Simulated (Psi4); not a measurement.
C4H10Be, singlet, geometry from GFN2-xTB (such geometries of metal compounds can be far from the true shape); M06-2X/6-31G (Psi4).

Input for Psi4:
```
memory 2 GB

molecule mol {
0 1
Be   -0.090810    0.018725    0.200271
C     1.320707   -0.711486    0.897724
C     1.442516   -2.219689    0.603341
H     1.375297   -0.608689    1.987489
H     2.259150   -0.258076    0.558255
H     1.493977   -2.408348   -0.466839
H     0.588062   -2.766292    0.996696
H     2.343121   -2.634096    1.059331
C    -1.494221    0.747264   -0.515060
C    -1.249628    2.179915   -1.028732
H    -2.351340    0.809948    0.165053
H    -1.893025    0.182582   -1.365698
H    -0.471278    2.197469   -1.788595
H    -0.940106    2.838883   -0.220306
H    -2.156861    2.595690   -1.470105
}

set {
  basis 6-31g
  reference rks
  dft_radial_scheme multiexp
}

energy('m06-2x')
print_variables()
```

What the program printed (banner, timings and long lists left out):

```
   => Loading Basis Set <=

    Name: 6-31G
    Role: ORBITAL
    Keyword: BASIS

         ---------------------------------------------------------
                                   SCF
               by Justin Turney, Rob Parrish, Andy Simmonett
                          and Daniel G. A. Smith
                              RKS Reference
         ---------------------------------------------------------

  ==> Geometry <==

    Molecular point group: c1
    Full point group: C1

    Geometry (in Angstrom), charge = 0, multiplicity = 1:

       Center              X                  Y                   Z               Mass
    ------------   -----------------  -----------------  -----------------  -----------------
         BE          -0.085787248355     0.017689478193     0.189193810103     9.012183065000
         C            1.325729751645    -0.712521521807     0.886646810103    12.000000000000
         C            1.447538751645    -2.220724521807     0.592263810103    12.000000000000
         H            1.380319751645    -0.609724521807     1.976411810103     1.007825032230
         H            2.264172751645    -0.259111521807     0.547177810103     1.007825032230
         H            1.498999751645    -2.409383521807    -0.477916189897     1.007825032230
         H            0.593084751645    -2.767327521807     0.985618810103     1.007825032230
         H            2.348143751645    -2.635131521807     1.048253810103     1.007825032230
         C           -1.489198248355     0.746228478193    -0.526137189897    12.000000000000
         C           -1.244605248355     2.178879478193    -1.039809189897    12.000000000000
         H           -2.346317248355     0.808912478193     0.153975810103     1.007825032230
         H           -1.888002248355     0.181546478193    -1.376775189897     1.007825032230
         H           -0.466255248355     2.196433478193    -1.799672189897     1.007825032230
         H           -0.935083248355     2.837847478193    -0.231383189897     1.007825032230
         H           -2.151838248355     2.594654478193    -1.481182189897     1.007825032230

  Running in c1 symmetry.

  Rotational constants: A =      0.49755  B =      0.05401  C =      0.05160 [cm^-1]
  Rotational constants: A =  14916.19090  B =   1619.29595  C =   1546.86345 [MHz]
  Nuclear repulsion =  138.343994940571008

  Charge       = 0
  Multiplicity = 1
  Electrons    = 38
  Nalpha       = 19
  Nbeta        = 19

  ==> Algorithm <==

  SCF Algorithm Type is DF.
  DIIS enabled.
  MOM disabled.
  Fractional occupation disabled.
  Guess Type is SAD.
  Energy threshold   = 1.00e-06
  Density threshold  = 1.00e-06
  Integral threshold = 1.00e-12

  ==> Primary Basis <==

  Basis Set: 6-31G
    Blend: 6-31G
    Number of shells: 45
    Number of basis functions: 65
    Number of Cartesian functions: 65
    Spherical Harmonics?: false
    Max angular momentum: 1

  ==> DFT Potential <==

   => LibXC <=

    Version 7.1.2
    S. Lehtola, C. Steigemann, M. J. T. Oliveira, and M. A. L. Marques,  SoftwareX 7, 1–5 (2018) (10.1016/j.softx.2017.11.002)

   => Composite Functional: M06-2X <=

    Hybrid M06-2X Meta-GGA XC Functional  (10.1007/s00214-007-0310-x)
    Y. Zhao and D. G. Truhlar,  Theor. Chem. Acc., 120, 215, 2008

    Deriv               =              1
    GGA                 =           TRUE
    Meta                =           TRUE

    Exchange Hybrid     =           TRUE
    MP2 Hybrid          =          FALSE

   => Exchange Functionals <=

    1.0000   XC_HYB_MGGA_X_M06_2X

   => Exact (HF) Exchange <=

    0.5400               HF

   => Correlation Functionals <=

    1.0000   XC_MGGA_C_M06_2X

   => LibXC Density Thresholds  <==

    XC_MGGA_C_M06_2X:  1.00E-12
    XC_HYB_MGGA_X_M06_2X:  1.00E-15

   => Molecular Quadrature <=

    Radial Scheme          =       MULTIEXP
    Pruning Scheme         =           NONE
    Nuclear Scheme         =       TREUTLER

    Blocking Scheme        =         OCTREE
    BS radius alpha        =              1
    Pruning alpha          =              1
    Radial Points          =             75
    Spherical Points       =            302
    Total Points           =         336768
    Total Blocks           =           2481
    Max Points             =            256
    Max Functions          =             62
    Weights Tolerance      =       1.00E-15

   => Loading Basis Set <=

    Name: (6-31G AUX)
    Role: JKFIT
    Keyword: DF_BASIS_SCF

  ==> Integral Setup <==

  SCF_SUBTYPE=INCORE selected. In-core MEM_DF algorithm will be used.
  Using in-core AOs.

  ==> MemDFJK: Density-Fitted J/K Matrices <==

    J tasked:                   Yes
    K tasked:                   Yes
    wK tasked:                   No
    Algorithm:                 Core
    Schwarz Cutoff:           1E-12
    Mask sparsity (%):       4.5444
    Fitting Condition:        1E-10

   => Auxiliary Basis Set <=

  Basis Set: (6-31G AUX)
    Blend: CC-PVDZ-JKFIT + DEF2-UNIVERSAL-JKFIT
    Number of shells: 203
    Number of basis functions: 634
    Number of Cartesian functions: 634
    Spherical Harmonics?: false
    Max angular momentum: 3

  Minimum eigenvalue in the overlap matrix is 8.8574796525E-03.
  Reciprocal condition number of the overlap matrix is 1.6132462288E-03.
    Using symmetric orthogonalization.

  ==> Pre-Iterations <==

  SCF Guess: Superposition of Atomic Densities via on-the-fly atomic UHF (no occupation information).

   -------------------------
    Irrep   Nso     Nmo
   -------------------------
     A         65      65
   -------------------------
    Total      65      65
   -------------------------

  ==> Iterations <==

                           Total Energy        Delta E     RMS |[F,P]|

   @DF-RKS iter SAD:  -172.08500497605195   -1.72085e+02   0.00000e+00
   @DF-RKS iter   1:  -172.68296029169045   -5.97955e-01   1.26010e-02 DIIS/ADIIS
   @DF-RKS iter   2:  -172.75344914204510   -7.04889e-02   1.12803e-02 DIIS/ADIIS
   @DF-RKS iter   3:  -173.05058860678685   -2.97139e-01   3.31379e-04 DIIS/ADIIS
   @DF-RKS iter   4:  -173.05098482205116   -3.96215e-04   7.07509e-05 DIIS
   @DF-RKS iter   5:  -173.05100120625190   -1.63842e-05   3.09917e-05 DIIS
   @DF-RKS iter   6:  -173.05100350267944   -2.29643e-06   7.47053e-06 DIIS
   @DF-RKS iter   7:  -173.05100366629134   -1.63612e-07   8.09731e-07 DIIS
  Energy and wave function converged.

  ==> Post-Iterations <==

   Electrons on quadrature grid:
      Ntotal   =   38.0000082450 ; deviation = 8.245e-06

    Orbital Energies [Eh]
    ---------------------

    Doubly Occupied:

       1A    -10.522278     2A    -10.522277     3A    -10.498312
       4A    -10.498307     5A     -4.221393     6A     -0.829809
       7A     -0.829098     8A     -0.674277     9A     -0.673904
      10A     -0.492962    11A     -0.490369    12A     -0.478065
      13A     -0.474169    14A     -0.404989    15A     -0.402680
      16A     -0.389513    17A     -0.386719    18A     -0.339646
      19A     -0.310686

    Virtual:

      20A      0.040880    21A      0.044520    22A      0.092510
      23A      0.167748    24A      0.196843    25A      0.199725
      26A      0.204528    27A      0.218254    28A      0.219921
      29A      0.230808    30A      0.245345    31A      0.247488
      32A      0.260498    33A      0.284694    34A      0.295989
      35A      0.394441    36A      0.405507    37A      0.454038
      38A      0.478216    39A      0.569080    40A      0.608699
      41A      0.617760    42A      0.640936    43A      0.641863
      44A      0.698331    45A      0.700921    46A      0.744337
      47A      0.748733    48A      0.818892    49A      0.853162
      50A      0.908154    51A      0.911291    52A      1.009503
      53A      1.017803    54A      1.027538    55A      1.033933
      56A      1.048904    57A      1.067951    58A      1.074870
      59A      1.076259    60A      1.083195    61A      1.087348
      62A      1.187693    63A      1.258875    64A      1.528496
      65A      1.599176

    Final Occupation by Irrep:
              A
    DOCC [    19 ]
    NA   [    19 ]
    NB   [    19 ]

  @DF-RKS Final Energy:  -173.05100366629134

   => Energetics <=

    Nuclear Repulsion Energy =            138.3439949405710081
    One-Electron Energy =                -504.6944981727627351
    Two-Electron Energy =                 206.9458269781491708
    DFT Exchange-Correlation Energy =     -13.6463274122487892
    Empirical Dispersion Energy =           0.0000000000000000
    VV10 Nonlocal Energy =                  0.0000000000000000
    Total Energy =                       -173.0510036662913365

Computation Completed

Properties will be evaluated at   0.000000,   0.000000,   0.000000 [a0]

Properties computed using the SCF density matrix

 Multipole Moments:

 ------------------------------------------------------------------------------------
     Multipole            Electronic (a.u.)      Nuclear  (a.u.)        Total (a.u.)
 ------------------------------------------------------------------------------------

 L = 1.  Multiply by 2.5417464519 to convert [e a0] to [Debye]
 Dipole X            :         -0.3656268            0.3606836           -0.0049432
 Dipole Y            :          0.0753891           -0.0743698            0.0010193
 Dipole Z            :          0.8063467           -0.7954428            0.0109038
 Magnitude           :                                                    0.0120153

 ------------------------------------------------------------------------------------

  Variable Map:
  ----------------------------------------------------------------------------
  "CURRENT ENERGY"              =>    -173.051003666291
  "CURRENT REFERENCE ENERGY"    =>    -173.051003666291
  "DD SOLVATION ENERGY"         =>       0.000000000000
  "DFT FUNCTIONAL TOTAL ENERGY" =>    -173.051003666291
  "DFT TOTAL ENERGY"            =>    -173.051003666291
  "DFT VV10 ENERGY"             =>       0.000000000000
  "DFT XC ENERGY"               =>     -13.646327412249
  "GRID ELECTRONS ALPHA"        =>      19.000004122521
  "GRID ELECTRONS BETA"         =>      19.000004122521
  "GRID ELECTRONS TOTAL"        =>      38.000008245042
  "NUCLEAR REPULSION ENERGY"    =>     138.343994940571
  "ONE-ELECTRON ENERGY"         =>    -504.694498172763
  "PCM POLARIZATION ENERGY"     =>       0.000000000000
  "PE ENERGY"                   =>       0.000000000000
  "SCF ITERATION ENERGY"        =>    -173.051003666291
  "SCF ITERATIONS"              =>       7.000000000000
  "SCF TOTAL ENERGY"            =>    -173.051003666291
  "TWO-ELECTRON ENERGY"         =>     206.945826978149
  "XC GRID RADIAL POINTS"       =>      75.000000000000
  "XC GRID SPHERICAL POINTS"    =>     302.000000000000
  "XC GRID TOTAL POINTS"        =>  336768.000000000000

  Array Variable Map:
  ----------------------------------------------------------------------------
  "CURRENT DIPOLE"              =>      -0.004943206987 ... 0.010903838350 1 by 3
  "SCF DIPOLE"                  =>      -0.004943206987 ... 0.010903838350 1 by 3
  "SCF TOTAL ENERGIES"          =>    -172.085004976052 ... -173.051003666291 1 by 8
```
